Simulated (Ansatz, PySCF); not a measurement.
Gas-phase reaction 2 R1 → P1 + P2, each structure at its B3LYP-D3(BJ)/def2-TZVP stationary point, reached from a drawn start (curvature not checked).
P1, Cl3NbO (SMILES [O]=[Nb]([Cl])([Cl])[Cl]) (charge 0, multiplicity 1):
| atom | x (Å) | y (Å) | z (Å) |
|---|---|---|---|
| Nb | 0.0494 | 0.0486 | 0.0494 |
| O | 1.0296 | 1.0142 | 1.0289 |
| Cl | 1.4138 | -1.2537 | -1.2478 |
| Cl | -1.2345 | 1.4329 | -1.2453 |
| Cl | -1.2583 | -1.2421 | 1.4149 |
R1, Cl2NbO (SMILES [O]=[Nb]([Cl])[Cl]) (charge 0, multiplicity 2):
```csv
atom,x (Å),y (Å),z (Å)
Nb,0.0721,-0.0003,-0.0039
O,1.7644,-0.0078,-0.0220
Cl,-0.9091,2.0914,0.0061
Cl,-0.9274,-2.0833,0.0198
```
P2, ClNbO (SMILES [O]=[Nb][Cl]) (charge 0, multiplicity 3):
```xyz
3

Nb     0.1887     0.0052    -0.7062
O      1.6137    -0.0062     0.2075
Cl    -1.8024     0.0010     0.4986
```

P less R. No zero-point or thermal terms; singlets are restricted closed shells; open shells are unrestricted; no spin–orbit coupling. The spin states of the d-block species are the ones drawn and need not be the lowest.

Correlated levels freeze the cores. CBS: X⁻³ extrapolation of the correlation energy, Hartree–Fock from the larger set.

Run with Ansatz (an electronic-structure program); PySCF for the D3/D4 terms. Each number belongs to the level named beside it. Elements past Kr take the def2 small-core potentials, without spin–orbit coupling.

| level | reaction energy (kcal/mol) |
|---|---|
| PBE-D3(BJ)/def2-TZVPP | 4.59 |
| PBE-D4/def2-TZVPP | 4.62 |
| revPBE-D3(BJ)/def2-TZVPP | 4.03 |
| r2SCAN-D3(BJ)/def2-TZVPP | 6.12 |
| PBE0-D3(BJ)/def2-TZVPP | 6.91 |
| BHLYP/def2-TZVPP | 13.50 |
| CAM-B3LYP-D3(BJ)/def2-TZVPP | [?] |
| CCSD(T)/def2-SVP | [?] |
| CCSD(T)/CBS(def2-TZVPP, def2-QZVPP) | [?] |

Question: Fill in the missing entries.

Answer: 
- CAM-B3LYP-D3(BJ)/def2-TZVPP, reaction energy (kcal/mol): 10.85
- CCSD(T)/def2-SVP, reaction energy (kcal/mol): 11.42
- CCSD(T)/CBS(def2-TZVPP, def2-QZVPP), reaction energy (kcal/mol): 12.11
